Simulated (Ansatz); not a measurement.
```xyz
7

F    -1.333    0.686    2.149
Sn   -2.239    0.977    0.454
O    -0.775    0.294   -0.657
Si    0.731   -0.339   -0.509
H     1.655    0.624    0.147
H     0.709   -1.597    0.285
H     1.251   -0.645   -1.869
```

Charge 0, multiplicity 1. Sn: def2 effective core potential.

Question: List the r2SCAN/def2-TZVPP orbital energies in eV (the Gaussian-basis code of Ansatz). (Estimate.)

Answer: The calculation gave: Occupied: -1791.15, -664.84, -515.57, -141.52, -137.85, -96.41, -96.36, -96.36, -92.83, -92.61, -92.52, -29.69, -27.46, -27.09, -27.01, -26.83, -26.65, -24.69, -13.92, -12.13, -10.30, -9.61, -9.59, -9.17, -8.94, -7.77, -7.54, -7.44. Lowest empty: -3.20, -0.97, -0.48, 1.07, 1.76, 1.80, 2.12, 3.42.
